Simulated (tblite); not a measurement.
A structure optimised at GFN2-xTB (Å):
```
atom  x, y, z in Å
C1    -1.962    0.220   -0.400
C2    -0.677   -0.538   -0.263
O3    -0.372   -1.515   -0.902
C4     0.270    0.009    0.753
F5    -0.038    1.241    1.223
C6     1.186   -0.826    1.546
C7     1.844   -0.292    0.566
C8     2.861    0.066   -0.277
N9     3.703    0.388   -0.991
H10   -2.462    0.278    0.565
H11   -1.750    1.239   -0.722
H12   -2.603   -0.271   -1.125
```

Doublet state.

(1) Which heavy atoms are bonded, and with what formal order?

(2) Give the structure as a SMILES string.

(3) Name the point group.

(4) Which rings does it hold?

(5) Describe the place of each heavy atom.

(6) What is the arrangement about C8?

(7) What is the arrangement about C4?

Answers

(1) C1–C2 1.50 Å (single); C2–O3 1.21 Å (double); C2–C4 1.49 Å (single); C4–F5 1.35 Å (single); C4–C6 1.47 Å (single); C6–C7 1.29 Å (double); C7–C8 1.37 Å (single); C8–N9 1.15 Å (triple); C4–C7 1.61 Å (single). Bonds to hydrogen (Å): C1–H10 1.09; C1–H11 1.09; C1–H12 1.09. The orders are those of one drawing; other resonance forms can be drawn.

(2) `CC(=O)[C@@]1(F)[C]=C1C#N`, C6H3FNO.

(3) C1 (no symmetry element, even within 0.4 Å).

(4) C4–C6–C7 (3 members).

(5) C1: carbon bonded to C and 3 H; C2: carbon bonded to 2 C and O; O3: oxygen bonded to C; C4: carbon bonded to 3 C and F; F5: fluorine bonded to C; C6: carbon bonded to 2 C; C7: carbon bonded to 3 C; C8: carbon bonded to C and N; N9: nitrogen bonded to C.

(6) It has 2 neighbours (C7, N9) and is linear (angle 178.8°).

(7) It has 4 neighbours (C2, F5, C6, C7) and has angles from 49.4° to 123.7°.

All values are computed, not measured.
